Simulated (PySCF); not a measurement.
Method: PBE0-D3(BJ)/def2-TZVP // PBE0-D3(BJ)/def2-SVP (PySCF 2.14.0). Gas-phase values, no solvent. One relaxed conformer stands for a flexible species; it need not be the lowest. Excitations are Tamm–Dancoff values on a coarser integration grid. The basis has no diffuse functions, so Rydberg states are missing or too high.

Reference species (SMILES): `Bc1c(C#C)ccc2ccsc12` (neutral, multiplicity 1).

```json
{
  "HOMO": "-6.52 eV",
  "S1 excitation (TDA)": "3.50 eV",
  "S1 oscillator strength": "0.072"
}
```

Changed species: `Bc1c(C#C)sc2ccccc12`.

**Question.** What does the change do to the HOMO, S1 excitation (TDA) and S1 oscillator strength?

**Answer.** the HOMO falls by 0.14 eV, to -6.66 eV; the S1 excitation (TDA) rises by 0.31 eV, to 3.81 eV; the S1 oscillator strength increases by 0.061, to 0.133.
